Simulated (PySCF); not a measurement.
CH4Mg, SMILES [CH3][MgH]. Geometry: PBE-D3(BJ)/def2-TZVP.

Computed equilibrium geometry at PBE-D3(BJ)/def2-TZVP (PySCF confirms it by a frequency run) as a Z-matrix, and its point group:
point group C3v.
```
C
H 1 1.1017
H 1 1.1017 2 107.06
H 1 1.1017 2 107.06 3 -114.54
Mg 1 2.0951 2 111.78 3 122.73
H 5 1.7201 2 157.78 1 180.00
```
